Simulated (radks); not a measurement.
Question: Species: In8+. Configuration: [Ar] 3d9 4s2 4p6 4d6 (not the ground configuration). Calculated with a radial shooting solver on a logarithmic mesh with Libxc functionals: scalar-relativistic Kohn-Sham, PBE, spin-polarised, spherical densities, finite nucleus; open shells are filled with parallel spins first (spin-orbit coupling, left out, can overturn this in heavy ions); Fermi nuclear charge, rms radius 4.6156 fm. Some entries of the table are withheld. Estimate them.

orbital,occ.,eigenvalue (eV),<r^2> (bohr^2),<r> (bohr)
1s up,1,-27933.35,0.001195,0.02972
1s down,1,-27933.32,0.001195,0.02972
2s up,1,-4339.477,0.01946,0.1285
2s down,1,-4336.001,0.01945,0.1284
2p up,3,-3913.656,0.01535,0.1122
2p down,3,-3911.016,0.01534,0.1121
3s up,1,-956.6568,0.1367,0.3458
3s down,1,-953.4753,0.1368,0.3460
3p up,3,-817.4645,0.1370,0.3436
3p down,3,-814.1533,0.1370,0.3438
3d up,5,(1),0.1205,0.3190
3d down,4,(2),0.1208,0.3193
4s up,1,-261.2146,0.7355,0.8083
4s down,1,-256.2099,0.7367,0.8086
4p up,3,-217.0653,0.8331,0.8574
4p down,3,-212.0791,0.8370,0.8590
4d up,5,-150.8847,(3),(4)
4d down,1,-146.0754,(5),(6)

Answer: 
(1) 3d up eigenvalue (eV): -603.9358
(2) 3d down eigenvalue (eV): -599.7792
(3) 4d up <r^2> (bohr^2): 1.059
(4) 4d up <r> (bohr): 0.9593
(5) 4d down <r^2> (bohr^2): 1.076
(6) 4d down <r> (bohr): 0.9660
